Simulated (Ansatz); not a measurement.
The first iterations of a band of CH5ClSn + H2 (10 atoms, charge 0, multiplicity 1).

Method: RHF/def2-SVP (Ansatz 0.2.0).

```json
{"movable images": "9", "climbing image": "yes", "spring": "5.0 eV/Å²", "optimiser": "quadratic models (default)", "start path": "through a guess of the saddle point", "force threshold": "0.05 eV/Å", "iteration limit": "60", "end points": "relaxed"}
```

First end point:

```xyz
10
Properties=species:S:1:pos:R:3
Sn 0.506 0.125 -0.275
Cl 0.136 -0.130 2.059
H 2.187 0.356 -0.452
C -0.650 1.826 -0.890
H -1.694 1.683 -0.613
H -0.276 2.726 -0.402
H -0.583 1.955 -1.971
H -0.006 -1.334 -0.994
H -3.830 -0.368 2.023
H -3.100 -0.332 2.178
```

Last end point:

```xyz
10
Properties=species:S:1:pos:R:3
Sn -0.391 -0.343 -0.588
Cl -0.934 1.221 3.325
H 1.131 -0.580 0.159
C -0.785 1.760 -0.882
H -1.726 1.898 -1.415
H -0.850 2.260 0.084
H 0.016 2.217 -1.464
H -0.403 -1.168 -2.091
H -1.606 -1.035 0.410
H -1.761 0.275 3.126
```

| iteration | highest image above the first end (eV) | largest band force component (eV/Å) |
| --- | --- | --- |
| 1 | 4.249 | 4.997 |
| 2 | 3.249 | 3.962 |
| 3 | 2.778 | 4.453 |
| 4 | 2.619 | 0.648 |
| 5 | 2.556 | 0.375 |

Question: Does the band converge within its limit, and where does its top end?

Answer: It converged. It ended after 16 iterations with the highest image 2.430 eV above the first end. A vibrational analysis at the climbing image gives one clearly imaginary mode, 1033i cm⁻¹, and a faint second one (37i cm⁻¹) that may be numerical noise or a soft torsion: probably a first-order saddle point. The orbitals stay closed-shell, which can raise the energy where a bond breaks towards radicals; this wasn't checked here.

Time of the run: 4.9 min on 1 thread of Intel(R) Xeon(R) Platinum 8488C (Sapphire Rapids), with other jobs on the host, peak memory 0.2 GiB.
